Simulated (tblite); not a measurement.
Compound: C₅H₉ClOSi.
Atom-mapped SMILES: `[O:1]=[C:2]([Cl:3])[C@H:4]1[CH2:5][C@H:6]([SiH3:7])[CH2:8]1` (hydrogens: H9 on C4; H10, H11 on C5; H12 on C6; H13, H14, H15 on Si7; H16, H17 on C8)

Geometry (GFN2-xTB, Å), atoms numbered from 1 in this order:
```xyz
17
C5H9ClOSi angstrom
O     -3.1938    0.0675   -0.4236
C     -2.4399   -0.5861    0.2137
Cl    -3.0635   -1.6198    1.5241
C     -0.9596   -0.6539    0.1426
C     -0.2866    0.2455   -0.9037
C      0.6287    0.8189    0.1949
Si     2.4274    0.2029    0.1306
C     -0.2459    0.1379    1.2633
H     -0.6373   -1.6945    0.1082
H      0.2031   -0.2805   -1.7208
H     -0.9817    0.9741   -1.3179
H      0.5994    1.9077    0.2510
H      3.0613    0.7567   -1.0652
H      3.1133    0.6437    1.3448
H      2.4188   -1.2604    0.0642
H      0.2645   -0.4735    2.0039
H     -0.9152    0.8257    1.7779
```

Level: GFN2-xTB in tblite, geometry and Hessian alike; calculated harmonic values, unscaled, isolated species. This tight-binding method is rough: wavenumbers can miss measured ones by several per cent, in bad cases by 10 to 20. Modes of hydrogen on silicon can be 10 to 20 % off. One conformer, not necessarily the lowest.

Harmonic wavenumbers (cm⁻¹): 31.8, 38.7, 102.8, 112.2, 186.4, 240.5, 298.7, 356.9, 437.4, 519.0, 548.7, 608.3, 662.1, 666.2, 742.2, 766.5, 784.4, 785.9, 864.3, 916.0, 999.8, 1003.6, 1050.8, 1058.4, 1082.2, 1097.4, 1133.1, 1196.0, 1218.9, 1239.1, 1241.1, 1260.8, 1291.7, 1474.4, 1483.7, 1835.1, 2257.3, 2276.8, 2280.4, 2968.1, 2979.3, 2999.9, 3006.2, 3012.8, 3014.3.

A = 3521, B = 659.6, C = 593.5 MHz; mass 148.011 u (most abundant isotopes); point group C1, symmetry number 1.

Question: What is the zero-point energy?

Answer: ½Σν̃ = 27065 cm⁻¹ = 77.38 kcal/mol.

Question: Give the ideal-gas entropy at 400 K and 1 bar in the rigid-rotor, harmonic-oscillator model (classical rotation).

Answer: Translation 42.37, rotation 30.71, vibration 39.18: S = 112.3 cal/(mol K).

Question: And Cp and H(400 K) − H(0)?

Answer: Cp = 46.06 cal/(mol K), of which vibrations give 38.11 (their classical limit is 45 R = 89.4); H(400 K) − H(0) = 10.91 kcal/mol without the zero-point energy, 7.73 from vibrations.

Question: Blend soft modes into free rotors: weight 1/[1 + (100 cm⁻¹/ν̃)⁴] for the oscillator and the rest for a rotor with moment μB/(μ + B), μ = h/(8π²ν), B = 10⁻⁴⁴ kg m². What vibrational entropy results?

Answer: 34.70 cal/(mol K) in place of 39.18, which changes −T·S at 400 K by +1.80 kcal/mol.

Question: Which modes carry the vibrational entropy at 400 K?

Answer: 31.8 cm⁻¹: 6.30; 38.7 cm⁻¹: 5.91; 102.8 cm⁻¹: 3.98; 112.2 cm⁻¹: 3.80; 186.4 cm⁻¹: 2.82; 240.5 cm⁻¹: 2.34 cal/(mol K); the other 39 give 14.05 together.

Question: How do the functions run with temperature in this model?

Answer: 
| T (K) | S (cal/(mol K)) | Cp (cal/(mol K)) | H − H(0) (kcal/mol) | G − H(0) (kcal/mol) | ln q(vib) |
| --- | --- | --- | --- | --- | --- |
| 100 | 72.5 | 18.2 | 1.35 | -5.90 | 2.46 |
| 200 | 87.7 | 26.8 | 3.58 | -13.95 | 5.08 |
| 300 | 100.4 | 36.8 | 6.76 | -23.36 | 7.55 |
| 500 | 123.4 | 53.8 | 15.92 | -45.79 | 12.41 |
| 800 | 152.4 | 69.4 | 34.63 | -87.32 | 19.38 |
| 1000 | 168.7 | 75.9 | 49.20 | -119.47 | 23.68 |

q(vib) and H(0) count from the zero-point level.

Question: What must be added to the electronic energy to get the Gibbs energy at 400 K and 1 bar?

Answer: ZPE + [H(400 K) − H(0)] − T·S = 77.38 + 10.91 − 44.91 = 43.38 kcal/mol.

Hindered rotation and anharmonicity are outside this model. Other conformers, if any are populated, would add a mixing term that is left out. The structure is chiral; the term R ln 2 for an equal mix with its mirror image is left out.
